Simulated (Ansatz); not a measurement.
Ansatz (an electronic-structure program) input:

Ansatz 0.2 input:
```yaml
crystal:
  periodic: [false, false, false]
  atoms:
    - {symbol: C, position_ang: [-2.28603540, 0.56971394, -0.23887847]}
    - {symbol: Si, position_ang: [-0.84880756, -0.63947666, -0.34701348]}
    - {symbol: B, position_ang: [0.97053738, 0.03889758, 0.16688809]}
    - {symbol: O, position_ang: [1.20571254, 1.37932142, 0.06192004]}
    - {symbol: O, position_ang: [2.01394415, -0.76449954, 0.55573330]}
    - {symbol: H, position_ang: [-2.56785516, 0.74408641, 0.80301568]}
    - {symbol: H, position_ang: [-3.16419389, 0.19598333, -0.76724496]}
    - {symbol: H, position_ang: [-2.00031444, 1.52740684, -0.67554541]}
    - {symbol: H, position_ang: [-1.19130214, -1.96372293, 0.24500893]}
    - {symbol: H, position_ang: [2.11624795, 1.61552360, 0.28414008]}
    - {symbol: H, position_ang: [1.79699548, -1.69795074, 0.62641794]}
basis:
  gaussian:
    orbitals: def2-TZVPD
hamiltonian:
  xc: {name: r2SCAN}
magnetization: {spin_polarized: true, initial_magnetization: 1}
output: {forces: true}
```

Problem. Predict the final energy.

Solution. -506.53489 Eh (r2SCAN/def2-TZVPD). The basis has 251 functions.

It need not be the lowest isomer of its formula.
